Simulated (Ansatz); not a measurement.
Basis-set extrapolation for `B[N]1[CH2][AlH]1` (PBE0-D4/def2-TZVP geometry, frozen core, Ansatz 0.2.0). Multiplicity 1, RHF reference.

|  | def2-TZVPP | def2-QZVPP |
| --- | --- | --- |
| HF | -361.856311 | -361.869252 |
| MP2 correlation | -0.552637 | -0.589381 |
| CCSD(T) correlation | -0.611021 | not run |

Energies in hartree. Use E(X) = E(∞) + A·exp(−7.88·√X) for Hartree–Fock and E(X) = E(∞) + B·X^(−2.97) for correlation, with X = 3 and 4, and add CCSD(T) minus MP2 of the smaller set to the MP2 limit.

What is the CCSD(T) energy at the basis-set limit?

HF limit: -361.869252 + (-0.012941) × 0.13774 = -361.87103. MP2 limit: -0.589381 + (-0.036744) × 0.74074 = -0.61660. Higher-order term: -0.611021 − (-0.552637) = -0.05838. Total: -362.54601 hartree, 206.6 kJ/mol below CCSD(T)/def2-TZVPP.
